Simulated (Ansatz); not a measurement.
A structure relaxed at PBE0-D4/def2-TZVP, charge 0, multiplicity 1:

```xyz
10

C    -1.068   -1.145   -0.939
O    -0.418   -0.537    0.162
B     0.329    0.569    0.036
B     1.105    1.194    1.417
F     0.561    2.077    2.232
Cl    2.756    0.698    1.789
H    -0.699   -2.167   -1.044
H    -0.881   -0.589   -1.862
H    -2.140   -1.176   -0.739
H     0.455    1.076   -1.053
```

Problem. Give its formula and SMILES.

Solution. CH4B2ClFO, `COBB(F)Cl`.

Problem. Summarise the bond lengths by kind.

Solution. 1 × C–O 1.416 Å; 3 × C–H 1.091 to 1.093 Å; 1 × B–O 1.341 Å; 1 × B–B 1.702 Å; 1 × B–H 1.208 Å; 1 × B–F 1.319 Å; 1 × B–Cl 1.764 Å.

Results of the Gaussian-basis code of Ansatz.
